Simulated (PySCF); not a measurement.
A calculated (UHF, PySCF 2.14, cc-pV(T+d)Z, no relativity, point nucleus) atom or ion has these occupied shells.

```csv
shell,electrons,orbital energy (eV),"rms radius, mean of both spins (bohr)"
1s,2,-1600.4,0.139
2s,2,-141.97,0.677
2p,6,-95.852,0.674
3s,2,-17.748,2.61
```

Question: Name the element and its charge.

Answer: Al+ (aluminium, charge +1), in [Ne] 3s2, closed-shell 1S.
